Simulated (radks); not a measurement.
Question: The caesium ion Cs2+ is in [Kr] 4d10 5s2 5p5. Calculated with a radial shooting solver on a logarithmic mesh with Libxc functionals: non-relativistic Kohn-Sham, PBE, spin-polarised, spherical densities, point nucleus. Open shells are filled with parallel spins first. One electron is removed from 5s, 4p, 5p, 4d in turn, with full relaxation. Which removal costs least, and what does each cost?

Answer: 5p 33.242 eV; 5s 45.426 eV; 4d 103.91 eV; 4p 184.48 eV. The 5p electron leaves first.
